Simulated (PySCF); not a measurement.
C3H9FOSi.

```xyz
15

C      1.7467    -1.4968    -0.7564
C      0.9869    -0.2149    -1.1289
Si    -0.3081     0.2918     0.1249
C     -1.6529    -0.9596     0.3977
O     -1.0464     1.7245    -0.2805
F      0.4966     0.5037     1.5379
H      1.0663    -2.3604    -0.6756
H      2.2543    -1.3881     0.2151
H      2.5116    -1.7525    -1.5069
H      0.4904    -0.3279    -2.1095
H      1.6960     0.6250    -1.2476
H     -2.1951    -1.1621    -0.5397
H     -2.3789    -0.5902     1.1387
H     -1.2381    -1.9103     0.7678
H     -0.4761     2.4804    -0.4625
```
Charge 0, spin multiplicity 1.

Geometry optimised at B3LYP-D3(BJ)/def2-SVP. One conformer was computed; it need not be the lowest.

These are PySCF with PBE0/pcSseg-1 values and carry that method's errors. Non-relativistic, no solvent.

Computed absolute GIAO shielding of each atom: isotropic value and principal components (ppm):
```json
[
 {"atom": "C1", "σ(iso)": "175.9", "σ11": "170.3", "σ22": "171.3", "σ33": "186.1", "span": "15.8"},
 {"atom": "C2", "σ(iso)": "173.5", "σ11": "169.2", "σ22": "170.4", "σ33": "180.9", "span": "11.7"},
 {"atom": "Si3", "σ(iso)": "337.6", "σ11": "312.1", "σ22": "319.5", "σ33": "381.1", "span": "69.1"},
 {"atom": "C4", "σ(iso)": "189.7", "σ11": "182.7", "σ22": "191.2", "σ33": "195.3", "span": "12.5"},
 {"atom": "O5", "σ(iso)": "269.1", "σ11": "233.8", "σ22": "277.5", "σ33": "295.9", "span": "62.0"},
 {"atom": "F6", "σ(iso)": "327.6", "σ11": "276.2", "σ22": "339.1", "σ33": "367.5", "span": "91.3"},
 {"atom": "H7", "σ(iso)": "30.5", "σ11": "25.6", "σ22": "29.7", "σ33": "36.2", "span": "10.6"},
 {"atom": "H8", "σ(iso)": "30.2", "σ11": "25.5", "σ22": "29.0", "σ33": "36.1", "span": "10.7"},
 {"atom": "H9", "σ(iso)": "30.1", "σ11": "25.0", "σ22": "27.4", "σ33": "37.8", "span": "12.8"},
 {"atom": "H10", "σ(iso)": "30.9", "σ11": "26.7", "σ22": "29.4", "σ33": "36.5", "span": "9.8"},
 {"atom": "H11", "σ(iso)": "30.8", "σ11": "26.2", "σ22": "29.6", "σ33": "36.6", "span": "10.4"},
 {"atom": "H12", "σ(iso)": "31.3", "σ11": "27.2", "σ22": "28.4", "σ33": "38.2", "span": "11.0"},
 {"atom": "H13", "σ(iso)": "30.9", "σ11": "26.4", "σ22": "27.9", "σ33": "38.3", "span": "11.9"},
 {"atom": "H14", "σ(iso)": "31.0", "σ11": "26.4", "σ22": "29.4", "σ33": "37.2", "span": "10.8"},
 {"atom": "H15", "σ(iso)": "29.5", "σ11": "22.0", "σ22": "24.2", "σ33": "42.1", "span": "20.1"}
]
```
